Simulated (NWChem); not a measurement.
System: CH5AlS; SMILES [CH3][AlH][SH]

```xyz
8

Al    -0.6065    -0.4941     0.0000
H     -2.1892    -0.5845     0.0000
C      0.5890    -2.0504     0.0000
H      0.4001    -2.6798     0.8800
H      1.6527    -1.7888     0.0000
H      0.4001    -2.6798    -0.8800
S      0.1632     1.5755     0.0000
H      1.4756     1.2506     0.0000
```
Atoms are numbered in this order, from 1.

Coordinates come from a B3LYP/6-31G* (spherical d) optimisation.

Symmetry labels are those of Cs in the frame above (b1 and b2, or b-type labels, depend on it).

List the 6 lowest vertical singlet excitations from LDA (Slater exchange, VWN5)/def2-SVP, TDA (NWChem).


| state | energy (eV) | oscillator strength | symmetry | leading excitation (squared amplitude) |
|---|---|---|---|---|
| S1 | 5.30 | 0.000 | a" | HOMO−1 → LUMO (1.00) |
| S2 | 5.35 | 0.087 | a' | HOMO → LUMO (0.90) |
| S3 | 5.61 | 0.003 | a" | HOMO−2 → LUMO (0.99) |
| S4 | 6.10 | 0.055 | a" | HOMO → LUMO+1 (0.93) |
| S5 | 6.45 | 0.003 | a" | HOMO → LUMO+2 (0.93) |
| S6 | 6.76 | 0.013 | a' | HOMO−1 → LUMO+1 (0.65) |
